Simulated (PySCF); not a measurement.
A structure optimised at B3LYP-D3(BJ)/def2-SVP, used in a PySCF frequency run:

```xyz
8

C      0.0000     0.0000     2.6049
Sn     0.0000     0.0000     0.4537
Br     2.0233    -1.1682    -0.4490
Br    -2.0233    -1.1682    -0.4490
Br     0.0000     2.3363    -0.4490
H      0.9039     0.5219     2.9457
H     -0.9039     0.5219     2.9457
H      0.0000    -1.0437     2.9457
```

Problem. Write its SMILES, formula and point group.

Solution. [CH3][Sn]([Br])([Br])[Br], CH3Br3Sn, C3v

Problem. What are its rotational constants (standard atomic weights)?

Solution. 0.60459, 0.60459, 0.38527 GHz
